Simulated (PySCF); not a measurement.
Working out the ionisation energy of Si⁺

Si⁺ [Ne] 3s2 3p1 (2P) → Si²⁺ [Ne] 3s2 (1S). Calculation: PySCF 2.14, in dyall-av3z (19s12p3d2f, 84 functions); scalar relativity by spin-free X2C-1e. Frozen: [Ne]; the 23 highest virtual orbitals dropped. Energies in hartree (1 hartree = 27.21139 eV):

| part | Si⁺ (lower) | Si²⁺ (upper) |
| --- | --- | --- |
| UHF | -289.182899 | -288.601135 |
| CCSD correlation | -0.059035 | -0.045225 |
| (T) | -0.001106 | 0.000000 |

**Question.** What does Hartree-Fock give?

**Answer.** (-288.601135) − (-289.182899) = 0.581764 hartree = 15.831 eV.

**Question.** What do CCSD and CCSD(T) give?

**Answer.** The CCSD correlation energies differ by 0.013810 hartree = 0.376 eV and the triples by 0.001106 hartree = 0.030 eV, so CCSD gives 16.207 eV and CCSD(T) 16.237 eV.

Measured between the centres of the two terms (NIST): 16.322 eV, so CCSD(T) (valence) is off by -0.085 eV.

What remains against the reference includes basis incompleteness, the frozen core and higher excitations.
